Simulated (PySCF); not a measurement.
Two species compared at the same levels of theory.

First species: Si₄H₁₀.
Cartesian coordinates in Å at the GFN2-xTB level; atoms count from 1:
```xyz
14
Si4H10 angstrom
Si    -0.0065    2.1125   -0.8914
Si     0.0502    0.1617    0.3770
Si     1.9211   -1.1497   -0.0681
Si    -1.9397   -1.0413    0.2733
H      1.2034    2.9279   -0.7623
H     -0.1405    1.8009   -2.3171
H     -1.1287    2.9918   -0.5550
H      0.1876    0.5985    1.7888
H      3.1867   -0.4286    0.0874
H      1.8948   -1.6427   -1.4480
H      2.0188   -2.3326    0.7905
H     -1.9483   -2.2218    1.1405
H     -3.1155   -0.2508    0.6452
H     -2.1840   -1.5262   -1.0880
```

Second species: C₃H₈N₂OSi₂.
InChI=1S/C3H8N2OSi2/c1-5-7-8(3-4)6-2/h8H,1,7H2,2H3/t8-/m0/s1

Levels: B3LYP/def2-SVPD for dipole moment, HOMO energy, LUMO energy, HOMO–LUMO gap, static isotropic polarisability and electronic spatial extent ⟨r²⟩ about the centre of nuclear charge; TDDFT B3LYP/def2-SVPD for lowest singlet excitation; TDA B3LYP/def2-SVPD for lowest triplet excitation (Tamm–Dancoff); GFN2-xTB for rotational constant A and rotational constant C. Geometries: GFN2-xTB. Each species is one conformer at its optimised geometry, gas phase, non-relativistic unless stated; the electronic structure was computed with PySCF and density fitting.

The conformers computed, where there is a choice (atom-mapped SMILES and torsion angles):
- `[CH2:1]=[N:2][SiH2:3][Si@@H:4]([C:5]#[N:6])[O:7][CH3:8]`: C1–N2–Si3–Si4 -117°, N2–Si3–Si4–C5 64°, Si3–Si4–O7–C8 -175°

```csv
property,column X,column Y
dipole moment,2.57 D,0.22 D
HOMO energy,-7.06 eV,-8.09 eV
LUMO energy,-1.57 eV,-0.59 eV
HOMO–LUMO gap,5.49 eV,7.50 eV
lowest singlet excitation,4.00 eV,6.57 eV
lowest triplet excitation (Tamm–Dancoff),3.44 eV,5.91 eV
static isotropic polarisability,105.2 au,122.7 au
electronic spatial extent ⟨r²⟩ about the centre of nuclear charge,1712 bohr²,1229 bohr²
rotational constant A,2.058 GHz,1.867 GHz
rotational constant C,0.666 GHz,1.012 GHz
```

Problem. Which column belongs to which species?

Solution. Column X is the second species and column Y the first. The first has 14 atoms and 66 electrons, the second 16 and 76.

Problem. How does each property change from the first species to the second?

Solution. dipole moment +2.35 D; HOMO energy +1.03 eV; LUMO energy -0.98 eV; HOMO–LUMO gap -2.01 eV; lowest singlet excitation -2.57 eV; lowest triplet excitation (Tamm–Dancoff) -2.47 eV; static isotropic polarisability -17.5 au; electronic spatial extent ⟨r²⟩ about the centre of nuclear charge +483 bohr²; rotational constant A +0.191 GHz; rotational constant C -0.346 GHz.

On the first: A dipole of 0.22 D is allowed in C3v, and pure rotational transitions are dipole-allowed. The vertical singlet–triplet gap S1 − T1 is 0.66 eV (TDDFT singlet less Tamm–Dancoff triplet).

On the second: The dipole matches unit charges of opposite sign 0.54 Å apart (1 e·Å = 4.8032 D).
